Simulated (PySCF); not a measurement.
Isomers of C8H14, mass 110.110 u with the commonest isotopes. The calculation used PBE0/pcSseg-1 in PySCF (dipole) on a GFN2-xTB geometry, gas phase. One conformer each, none proved a minimum here; rigid rotors.

**Question.** Order these by out-of-plane moment Σ m c² = (Ia + Ib − Ic)/2, smallest first.
A. `[CH3:1][CH2:2][C@@H:3]1[CH2:4][CH2:5][C@H:6]2[CH2:7][C@@H:8]12` with C1–C2–C3–C4 -171°, C2–C3–C4–C5 -152°, C3–C4–C5–C6 29°, C4–C5–C6–C7 -83°, C5–C6–C7–C8 96°
B. `[CH2:1]1[CH2:2][CH2:3][C@H:4]2[CH2:5][CH2:6][C@H:7]2[CH2:8]1` with C8–C1–C2–C3 66°, C1–C2–C3–C4 -51°, C2–C3–C4–C5 -73°, C3–C4–C5–C6 142°
C. `[CH2:1]1[CH2:2][CH2:3][C:4]2([CH2:5]1)[CH2:6][CH2:7][CH2:8]2` with C5–C1–C2–C3 42°, C1–C2–C3–C4 -35°, C2–C3–C4–C5 15°, C3–C4–C5–C1 11° (spiro(3.4)octane)
D. `[CH3:1][C:2]1=[CH:3][C@@H:4]([CH3:5])[CH2:6][CH2:7][CH2:8]1` with C2–C3–C4–C5 -138°, C3–C4–C6–C7 46°, C4–C6–C7–C8 -64°, C6–C7–C8–C2 48° (1,3-dimethyl cyclohexene)

**Answer.** D (17.22 u·Å²), A (23.53 u·Å²), B (34.09 u·Å²), C (47.76 u·Å²).

**Question.** Order these by rotational constant A, largest first.
A. `[CH3:1][CH2:2][C@@H:3]1[CH2:4][CH2:5][C@H:6]2[CH2:7][C@@H:8]12` with C1–C2–C3–C4 -171°, C2–C3–C4–C5 -152°, C3–C4–C5–C6 29°, C4–C5–C6–C7 -83°, C5–C6–C7–C8 96°
B. `[CH3:1][C:2]1=[CH:3][C@@H:4]([CH3:5])[CH2:6][CH2:7][CH2:8]1` with C2–C3–C4–C5 -138°, C3–C4–C6–C7 46°, C4–C6–C7–C8 -64°, C6–C7–C8–C2 48° (1,3-dimethyl cyclohexene)
C. `[CH2:1]1[CH2:2][CH2:3][C:4]2([CH2:5]1)[CH2:6][CH2:7][CH2:8]2` with C5–C1–C2–C3 42°, C1–C2–C3–C4 -35°, C2–C3–C4–C5 15°, C3–C4–C5–C1 11° (spiro(3.4)octane)
D. `[CH2:1]1[CH2:2][CH2:3][C@H:4]2[CH2:5][CH2:6][C@H:7]2[CH2:8]1` with C8–C1–C2–C3 66°, C1–C2–C3–C4 -51°, C2–C3–C4–C5 -73°, C3–C4–C5–C6 142°

**Answer.** C (4216 MHz), A (3666 MHz), D (3293 MHz), B (3005 MHz).

**Question.** Order these by radius of gyration √(Σ m r²/M), smallest first.
A. `[CH3:1][C:2]1=[CH:3][C@@H:4]([CH3:5])[CH2:6][CH2:7][CH2:8]1` with C2–C3–C4–C5 -138°, C3–C4–C6–C7 46°, C4–C6–C7–C8 -64°, C6–C7–C8–C2 48°
B. `[CH2:1]1[CH2:2][CH2:3][C@H:4]2[CH2:5][CH2:6][C@H:7]2[CH2:8]1` with C8–C1–C2–C3 66°, C1–C2–C3–C4 -51°, C2–C3–C4–C5 -73°, C3–C4–C5–C6 142°
C. `[CH2:1]1[CH2:2][CH2:3][C:4]2([CH2:5]1)[CH2:6][CH2:7][CH2:8]2` with C5–C1–C2–C3 42°, C1–C2–C3–C4 -35°, C2–C3–C4–C5 15°, C3–C4–C5–C1 11° (spiro(3.4)octane)

**Answer.** B (1.829 Å), C (1.911 Å), A (2.012 Å).

| SMILES | point group | Ia (u·Å²) | Ib (u·Å²) | Ic (u·Å²) | κ | μa (D) | μb (D) | μc (D) |
| --- | --- | --- | --- | --- | --- | --- | --- | --- |
| CC1=C[C@@H](C)CCC1 | C1 | 168.19 | 294.66 | 428.42 | -0.41 | 0.16 | 0.27 | 0.02 |
| CC[C@@H]1CC[C@H]2C[C@@H]12 | C1 | 137.86 | 327.96 | 418.75 | -0.73 | 0.06 | 0.10 | 0.15 |
| C1CCC2(C1)CCC2 | C1 | 119.86 | 329.83 | 354.17 | -0.92 | 0.12 | 0.01 | 0.00 |
| C1CC[C@H]2CC[C@H]2C1 | C1 | 153.47 | 249.06 | 334.34 | -0.42 | 0.11 | 0.03 | 0.10 |
